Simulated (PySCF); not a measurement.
C2H11NSi3, SMILES [SiH3]N1[SiH2]CC[SiH2]1. Atoms are numbered in the order given.

```xyz
17

Si     2.2992     0.4239    -0.3526
N      0.5984     0.1211    -0.1010
Si    -0.6316     1.3657     0.0939
C     -2.1969     0.3099     0.0010
C     -1.8480    -1.0696     0.5916
Si    -0.0917    -1.4944     0.0335
H      2.4775     1.6560    -1.1807
H      2.9011    -0.7466    -1.0623
H      3.0415     0.6206     0.9323
H     -0.5359     2.3983    -0.9838
H     -0.5053     2.0757     1.4083
H     -3.0591     0.7766     0.5041
H     -2.4680     0.2138    -1.0647
H     -1.8421    -1.0233     1.6946
H     -2.5819    -1.8438     0.3147
H      0.6512    -2.3373     1.0221
H     -0.0602    -2.2125    -1.2810
```

The structure is a stationary point at PBE0-D3(BJ)/def2-SVP. This is a generated structure with no PubChem entry under its InChIKey; it may be hypothetical. One conformer was computed; it need not be the lowest.

Two levels are set side by side: PBE/pcSseg-1 (PySCF) and B3LYP/pcSseg-1 (PySCF). GIAO shifts against NH3 (¹⁵N), TMS (²⁹Si), TMS (¹H), TMS (¹³C) at the same level; non-relativistic, no solvent, atoms listed together averaged. Differences are taken from unrounded values.

```tsv
quantity	PBE
δ(²⁹Si) of Si1 (ppm)	-55.2
δ(¹⁵N) of N2 (ppm)	9.3
δ(²⁹Si) of Si3, Si6 (ppm)	-8.6
δ(¹³C) of C4, C5 (ppm)	12.7
δ(¹H) of H7, H8, H9 (ppm)	5.25
```

Task: These are the PBE values. What does B3LYP give? (Estimate from the structure and the level; the computed values follow.)

Result: 
```tsv
quantity	B3LYP	PBE minus B3LYP
δ(²⁹Si) of Si1 (ppm)	-57.0	1.7
δ(¹⁵N) of N2 (ppm)	6.2	3.1
δ(²⁹Si) of Si3, Si6 (ppm)	-12.4	3.8
δ(¹³C) of C4, C5 (ppm)	11.6	1.1
δ(¹H) of H7, H8, H9 (ppm)	4.99	0.26
```

Rough cost on one machine, each run with all the roots and properties that it gave: B3LYP against PBE within a factor of 2.
